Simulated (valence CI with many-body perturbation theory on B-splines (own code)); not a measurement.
## E1 line list for Cu24+

Calculated by configuration interaction combined with many-body perturbation theory (CI+MBPT): three valence electrons over a frozen Dirac-Fock core [He], radial functions for each j: 11 s, 11 p, 10 d, 8 f, 5 g, 2 h, with the one-electron correlation potential Σ1, the two-electron term Σ2, the three-electron term Σ3, Breit, model QED; selected CI, second order for the rest, scaled by the run's own slope (own B-spline code, finite nucleus).

No measured spectrum was set against this ion. As an estimate, levels of excited configurations hold to 0.05 to 0.15 % of their energy, terms of the ground configuration to about 0.5 %.

Lines 1 to 50 of 583 in falling wavelength, among levels below 1897.4 eV, chosen from the strongest by gf and those to the six lowest levels. Wavelengths and rates use the calculated energies, so an error of 900 cm⁻¹ moves a line at 238.7 nm by 2.1 % and its rate by three times that or more. Electric multipoles are in the length gauge, E1 and E2 with the static RPA response of the core. Weak lines are less certain than strong ones. Lines between different terms over intervals too small for the method are left out, as are lines whose strength nearly cancels. Where a level lies close to another of its J and parity, the split of strength between their lines is uncertain. The highest levels of a list are the least certain.

Names give the largest LS component (configuration and term), which can be under half, so a name can repeat, a term be missing and a line seem to break the LS rules; names also repeat where a configuration has a term twice. Letters in brackets count levels of one name in rising energy.

| λ vac (nm) | Upper | Lower | A (s⁻¹) | S (a.u.) |
| --- | --- | --- | --- | --- |
| 238.7 | 2s2p4f ⁴F_7/2 [a] | 2s2p4d ⁴F°_5/2 [a] | 2.17e+07 | 1.16e+00 |
| 234.4 | 2s2p4f ⁴F_7/2 [b] | 2s2p4d ⁴D°_5/2 | 1.82e+07 | 9.27e-01 |
| 234.1 | 2s2p4f ⁴G_9/2 | 2s2p4d ⁴F°_7/2 | 2.69e+07 | 1.70e+00 |
| 231.5 | 2s²4f ²F°_7/2 | 2s²4d ²D_5/2 | 2.81e+07 | 1.38e+00 |
| 218.6 | 2s2p4f ²G_7/2 [b] | 2s2p4d ²F°_5/2 [b] | 2.89e+07 | 1.19e+00 |
| 215.8 | 2s2p4f ⁴F_9/2 | 2s2p4d ⁴D°_7/2 | 2.74e+07 | 1.36e+00 |
| 213.4 | 2s²4f ²F°_5/2 | 2s²4d ²D_3/2 | 3.35e+07 | 9.63e-01 |
| 211.5 | 2s2p4f ²G_9/2 [b] | 2s2p4d ²F°_7/2 [b] | 3.68e+07 | 1.72e+00 |
| 200.1 | 2s2p4f ⁴G_7/2 | 2s2p4d ⁴F°_5/2 [b] | 2.93e+07 | 9.29e-01 |
| 192.4 | 2s2p4f ⁴G_5/2 | 2s2p4d ⁴F°_3/2 | 4.33e+07 | 9.13e-01 |
| 169.7 | 2s2p4f ⁴G_11/2 | 2s2p4d ⁴F°_9/2 | 7.24e+07 | 2.09e+00 |
| 150.2 | 2s2p4d ⁴F°_9/2 | 2s2p4p ⁴D_7/2 | 1.59e+08 | 2.66e+00 |
| 143.3 | 2s2p4d ⁴F°_7/2 | 2s2p4p ⁴D_5/2 | 1.83e+08 | 2.13e+00 |
| 139.9 | 2s2p4d ⁴F°_5/2 [a] | 2s2p4p ⁴D_3/2 | 1.67e+08 | 1.35e+00 |
| 138.5 | 2s2p4d ²D°_5/2 [b] | 2s2p4p ²P_3/2 [c] | 1.67e+08 | 1.32e+00 |
| 137.2 | 2s2p4d ²F°_7/2 [b] | 2s2p4p ²D_5/2 [b] | 2.05e+08 | 2.08e+00 |
| 135.2 | 2s2p4d ⁴D°_7/2 | 2s2p4p ⁴D_7/2 | 7.45e+07 | 7.26e-01 |
| 132.5 | 2s²4d ²D_5/2 | 2s²4p ²P°_3/2 | 2.29e+08 | 1.58e+00 |
| 128.6 | 2s2p4d ²P°_3/2 [b] | 2s2p4p ²S_1/2 [b] | 1.61e+08 | 6.74e-01 |
| 127.4 | 2s2p4p ²P_3/2 [a] | 2s2p4s ⁴P°_3/2 | 1.50e+08 | 6.11e-01 |
| 126.6 | 2s2p4d ⁴D°_7/2 | 2s2p4p ⁴P_5/2 | 1.54e+08 | 1.23e+00 |
| 122.5 | 2s2p4d ⁴D°_5/2 | 2s2p4p ⁴P_5/2 | 1.43e+08 | 7.79e-01 |
| 122.3 | 2s2p4p ²D_3/2 [b] | 2s2p4s ²P°_3/2 [b] | 1.55e+08 | 5.61e-01 |
| 122.1 | 2s2p4d ²F°_5/2 [a] | 2s2p4p ²D_3/2 [a] | 2.69e+08 | 1.45e+00 |
| 122.0 | 2s2p4d ²D°_5/2 [a] | 2s2p4p ²P_3/2 [b] | 1.76e+08 | 9.48e-01 |
| 118.9 | 2s2p4p ²D_3/2 [b] | 2s2p4s ²P°_1/2 [b] | 1.40e+08 | 4.65e-01 |
| 118.2 | 2s²4p ²P°_1/2 | 2s²4s ²S_1/2 | 3.15e+08 | 5.13e-01 |
| 117.5 | 2s2p4p ²P_3/2 [b] | 2s2p4s ²P°_3/2 [a] | 1.93e+08 | 6.19e-01 |
| 117.3 | 2s2p4d ²F°_7/2 [a] | 2s2p4p ²D_5/2 [a] | 2.84e+08 | 1.81e+00 |
| 116.2 | 2s2p4d ²D°_3/2 [a] | 2s2p4p ²P_1/2 [a] | 2.72e+08 | 8.41e-01 |
| 116.0 | 2s2p4d ⁴D°_5/2 | 2s2p4p ⁴P_3/2 | 1.36e+08 | 6.30e-01 |
| 115.0 | 2s2p4d ²D°_3/2 [b] | 2s2p4p ²P_1/2 [b] | 1.82e+08 | 5.47e-01 |
| 113.5 | 2s2p4d ⁴F°_3/2 | 2s2p4p ⁴D_1/2 | 2.96e+08 | 8.56e-01 |
| 113.4 | 2s2p4p ²P_1/2 [a] | 2s2p4s ²P°_1/2 [a] | 3.47e+08 | 5.00e-01 |
| 113.3 | 2s2p4d ²F°_5/2 [b] | 2s2p4p ²D_3/2 [b] | 3.04e+08 | 1.31e+00 |
| 111.9 | 2s2p4d ⁴F°_5/2 [b] | 2s2p4p ²P_3/2 [a] | 2.67e+08 | 1.11e+00 |
| 110.7 | 2s2p4d ⁴P°_3/2 | 2s2p4p ⁴P_3/2 | 2.12e+08 | 5.67e-01 |
| 110.0 | 2s2p4p ⁴P_3/2 | 2s2p4s ⁴P°_5/2 | 2.18e+08 | 5.73e-01 |
| 109.4 | 2s²4d ²D_3/2 | 2s²4p ²P°_1/2 | 3.38e+08 | 8.72e-01 |
| 106.8 | 2s2p4d ²P°_3/2 [a] | 2s2p4p ²P_3/2 [b] | 1.98e+08 | 4.78e-01 |
| 104.7 | 2s2p4p ⁴P_5/2 | 2s2p4s ⁴P°_5/2 | 2.94e+08 | 9.99e-01 |
| 101.8 | 2s2p4p ²D_5/2 [b] | 2s2p4s ²P°_3/2 [b] | 4.84e+08 | 1.51e+00 |
| 101.5 | 2s2p4p ²D_3/2 [a] | 2s2p4s ²P°_1/2 [a] | 3.57e+08 | 7.37e-01 |
| 100.3 | 2s2p4p ⁴P_1/2 | 2s2p4s ⁴P°_3/2 | 5.36e+08 | 5.33e-01 |
| 99.47 | 2s2p4p ⁴D_7/2 | 2s2p4s ⁴P°_5/2 | 4.41e+08 | 1.71e+00 |
| 97.67 | 2s2p4p ²D_5/2 [a] | 2s2p4s ²P°_3/2 [a] | 4.07e+08 | 1.12e+00 |
| 94.45 | 2s2p4p ²P_3/2 [c] | 2s2p4s ²P°_3/2 [b] | 2.96e+08 | 4.93e-01 |
| 94.16 | 2s2p4p ⁴D_3/2 | 2s2p4s ⁴P°_1/2 | 5.79e+08 | 9.55e-01 |
| 93.21 | 2s²4p ²P°_3/2 | 2s²4s ²S_1/2 | 6.46e+08 | 1.03e+00 |
| 93.10 | 2s2p4p ⁴D_5/2 | 2s2p4s ⁴P°_3/2 | 6.66e+08 | 1.59e+00 |
